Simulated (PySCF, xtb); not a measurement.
SiFH2I, SMILES F[SiH2]I.

Harmonic wavenumbers (cm⁻¹) from GFN2-xTB in xtb at its own minimum, in rising order: 162, 420, 505, 581, 728, 756, 853, 2426, 2435.

Problem. What does B3LYP-D3(BJ)/def2-TZVP (PySCF 2.14.0) give at its own minimum? (An estimate is asked for; the answer gives what the named calculation found.)

Solution. 187, 369, 572, 727, 868, 892, 961, 2269, 2286. Paired by order, the mean absolute difference is 109 cm⁻¹ and the zero-point energies are 12.7 and 13.1 kcal/mol.
